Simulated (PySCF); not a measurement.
Se(Me)(OMe) (C2H6OSe), SMILES CO[Se]C. The structure is a stationary point at B3LYP-D3(BJ)/def2-SVP. The values are those of a single conformer.

Computed equilibrium geometry at B3LYP-D3(BJ)/def2-SVP (PySCF confirms it by a frequency run) as a Z-matrix (one conformer of several):
```
O
C 1 1.4141
H 2 1.1023 1 106.37
H 2 1.1051 3 108.73 1 -121.44
H 2 1.1066 3 108.28 4 -117.38
Se 1 1.8287 2 115.49 3 -177.97
C 6 1.9549 1 97.54 2 -85.47
H 7 1.0982 6 109.35 1 -55.47
H 7 1.0984 8 110.69 6 -122.97
H 7 1.1009 8 109.61 9 -120.58
```
Charge 0, spin multiplicity 1.
